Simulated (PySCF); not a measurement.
CHO2, SMILES O=C=[OH+], charge +1. Coordinates come from a PBE-D3(BJ)/def2-TZVP optimisation. The isomer is the one that the SMILES or the coordinates give; other isomers of the formula were not compared.

All values below come from PySCF with PBE-D3(BJ)/def2-TZVP.

Harmonic wavenumbers (cm⁻¹): 527, 574, 984, 1239, 2404, 3422. Rotational constants (GHz): 767.0, 10.64, 10.49; symmetry number 1.

Question: Work out the zero-point energy and the ideal-gas rigid-rotor harmonic-oscillator thermochemistry at 298.15 K and 1 atm.

Answer: ZPE = ½ Σ hcν = ½ × 9149 cm⁻¹ = 54.72 kJ/mol. H − E(el) = 65.78 kJ/mol. Entropy in J/(mol K): translation 156.23, rotation 78.95, vibration 5.13, total 240.30. G − E(el) = -5.87 kJ/mol. Cp = 45.21 J/(mol K).
